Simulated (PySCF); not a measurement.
C3H5BO3, SMILES O1C=C(C1)B(O)O.

Geometry optimised at PBE0-D3(BJ)/def2-SVP. This is a generated structure with no PubChem entry under its InChIKey; it may be hypothetical. One conformer was computed; it need not be the lowest.

Two levels are set side by side: TDA-PBE/def2-SVPD (PySCF) and TDA-CAM-B3LYP/def2-SVPD (PySCF). Vertical, same geometry. The lowest singlet is HOMO→LUMO+1 100 % with PBE and HOMO→LUMO+1 91 % with the other functional; states are paired by order. Differences are taken from unrounded values.

```tsv
quantity	TDA-CAM-B3LYP
lowest singlet excitation (eV)	6.15
lowest triplet excitation (TDA) (eV)	3.59
first bright state (f over 0.05) (eV)	6.23
its oscillator strength	0.35
```

What does TDA-PBE give, and how far is it from TDA-CAM-B3LYP? (An estimate is asked for; the answer gives what the named calculation found.)


```json
[
 {"quantity": "lowest singlet excitation (eV)", "TDA-PBE": "5.15", "TDA-PBE minus TDA-CAM-B3LYP": "-1.01"},
 {"quantity": "lowest triplet excitation (TDA) (eV)", "TDA-PBE": "3.64", "TDA-PBE minus TDA-CAM-B3LYP": "0.05"},
 {"quantity": "first bright state (f over 0.05) (eV)", "TDA-PBE": "5.99", "TDA-PBE minus TDA-CAM-B3LYP": "-0.24"},
 {"quantity": "its oscillator strength", "TDA-PBE": "0.29", "TDA-PBE minus TDA-CAM-B3LYP": "-0.06"}
]
```

Functionals without exact exchange tend to place singlet excitations lower, as here. Differences between two approximate levels are no errors against the true value.

Rough cost on one machine, each run with all the roots and properties that it gave: TDA-CAM-B3LYP against TDA-PBE about 4 times.
